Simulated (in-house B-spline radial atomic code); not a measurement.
A run on neutral iodine that did not converge. Method: scalar-relativistic (X2C) TPSS, spin-polarised, spherical fractional occupations, Fermi nucleus of rms radius 4.75 fm; computed with a B-spline radial code for spherical atoms.

Command:
```bash
python run_scf.py task.json out
```
Settings (nuclear radius in fm, mass in u):
```
Z                53
configuration    [Kr] 4d9.375 4f0.625 5s2 5p5
hamiltonian      x2c
method           tpss,tpss
spin_polarised   True
nucleus          fermi
rms_radius       4.75
atomic_mass      126.90447
speed_of_light   137.035999084
```

First and last ten iterations of the last attempt (damped for 15 steps, keeping 80 % of the old Fock matrix, then DIIS):
```
 iter        energy (Eh)    residual
    1       -7114.105979    7.82e-02
    2       -7114.109759    2.06e-03
    3       -7114.109814    1.38e-03
    4       -7114.109835    9.31e-04
    5       -7114.109844    6.36e-04
    6       -7114.109848    4.39e-04
    7       -7114.109850    3.06e-04
    8       -7114.109851    2.16e-04
    9       -7114.109851    1.53e-04
   10       -7114.109852    1.10e-04
  111       -7114.109857    6.29e-05
  112       -7114.109858    5.90e-05
  113       -7114.109857    1.09e-04
  114       -7114.109854    1.39e-04
  115       -7114.109854    6.81e-05
  116       -7114.109846    5.94e-05
  117       -7114.109852    8.70e-05
  118       -7114.109853    7.83e-05
  119       -7114.109856    6.35e-05
  120       -7114.109860    8.72e-05
 not converged after 120 iterations
```

The smallest residual met was 1.0e-05; the threshold is about 5e-07. No energy from this run should be used. Time taken, with all properties: 5.9 s on 1 thread of Arm Neoverse V1 (shared host).
